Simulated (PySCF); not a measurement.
CClF2NOSi.

```xyz
7

O      0.4255     3.4550     0.0000
C      0.1543     2.3221     0.0000
N     -0.1370     1.1551     0.0000
Si    -0.3698    -0.5108     0.0000
F     -1.2182    -0.9329     1.2906
F     -1.2182    -0.9329    -1.2906
Cl     1.3961    -1.5128     0.0000
```
Charge 0, spin multiplicity 1.

Coordinates come from a B3LYP-D3(BJ)/def2-SVP optimisation. Other conformers were not sampled.

Computed with B3LYP/pcSseg-1 (PySCF). Non-relativistic, no solvent.

Question: Give the absolute GIAO shielding of each atom: isotropic value and principal components (ppm). (The exact figures need the calculation; the answer reports its results.)

Answer: 
| atom | σ(iso) | σ11 | σ22 | σ33 | span |
|---|---|---|---|---|---|
| O1 | 179.2 | 78.2 | 79.8 | 379.8 | 301.5 |
| C2 | 56.5 | -54.2 | -53.1 | 276.7 | 330.9 |
| N3 | 215.6 | 150.6 | 156.4 | 339.8 | 189.2 |
| Si4 | 422.1 | 403.6 | 419.0 | 443.7 | 40.2 |
| F5 | 295.4 | 243.1 | 260.7 | 382.5 | 139.4 |
| F6 | 295.4 | 243.1 | 260.7 | 382.5 | 139.4 |
| Cl7 | 876.0 | 782.6 | 786.3 | 1059.1 | 276.5 |
